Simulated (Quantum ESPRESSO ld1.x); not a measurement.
Results of a calculation; reference values are marked as such.
These are the eigenvalues of the occupied orbitals of an atom or ion with whole-number occupations (eV). Code: ld1.x of Quantum ESPRESSO 7.5. Model: Dirac Kohn-Sham, relativistic LDA (MacDonald-Vosko exchange, VWN5 correlation), spin-unpolarised, spherical densities, point nucleus.

1s1/2: -24028.7
2s1/2: -3521.18
2p1/2: -3271.85
2p3/2: -3113.83
3s1/2: -643.258
3p1/2: -544.096
3p3/2: -516.528
3d3/2: -339.482
3d5/2: -333.959
4s1/2: -95.6215
4p1/2: -64.7818
4p3/2: -60.2854
4d3/2: -14.3761
4d5/2: -13.8927
6f5/2: -0.2880
6f7/2: -0.2880

Which element is it, and in what charge state? The configuration may be excited. Open shells, if any, are shared by 2j + 1.

Answer. Z = 46, palladium, charge 0: Pd in [Kr] 4d9 6f1. The list shows which subshells hold electrons but not how many an open one holds; the 1s level, -883.04 hartree, gives Z - s = 42.0 by -(Z - s)^2/2, which with screening and relativity narrows Z to a few neighbours, and the depths of the outer levels then fix element, charge and occupations together.
